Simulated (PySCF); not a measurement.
O$_{2}$Zr (SMILES [O]=[Zr]=[O]), singlet, geometry from GFN2-xTB (such geometries of metal compounds can be far from the true shape) (core potentials on Zr).

Input for PySCF:
```python
from pyscf import gto, scf, dft

mol = gto.Mole()
mol.atom = '''
    Zr   -0.14735518   -0.16294999   -0.21094306
    O     1.44787434    0.60647650   -0.38052480
    O    -0.71109845    0.20827346    1.43524010
'''
mol.basis = 'def2-sv(p)'
mol.ecp = {'Zr': 'def2-sv(p)'}
mol.verbose = 4
mol.build()

mf = dft.RKS(mol)
mf.xc = 'r2scan'
mf.kernel()
```

### Question
Give the HOMO energy at the level R2SCAN/def2-SV(P) (PySCF).

### Answer
-5.40 eV

### Question
Give the number of basis functions at the level R2SCAN/def2-SV(P).

### Answer
52

### Question
Give the nuclear repulsion energy at the level R2SCAN/def2-SV(P).

### Answer
68.9931 Eh
